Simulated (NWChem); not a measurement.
MgO; SMILES [Mg]=[O]

```xyz
2

Mg     0.0000     0.0000    -0.7071
O      0.0000     0.0000     1.0356
```
Atoms are numbered in this order, from 1.

All runs use the structure optimised with B3LYP/6-31G* (spherical d).

Question: List the 4 lowest vertical singlet excitations from Hartree-Fock/def2-SVPD, CIS (NWChem).

Answer: 
```json
[
 {"state": "S1", "energy (eV)": "0.77", "oscillator strength": "0.003", "leading excitation (squared amplitude)": "HOMO−2 → LUMO (0.75)"},
 {"state": "S2", "energy (eV)": "0.77", "oscillator strength": "0.003", "leading excitation (squared amplitude)": "HOMO−1 → LUMO (0.75)"},
 {"state": "S3", "energy (eV)": "2.78", "oscillator strength": "0.246", "leading excitation (squared amplitude)": "HOMO → LUMO (0.76)"},
 {"state": "S4", "energy (eV)": "5.10", "oscillator strength": "0.174", "leading excitation (squared amplitude)": "HOMO → LUMO+1 (0.66)"}
]
```
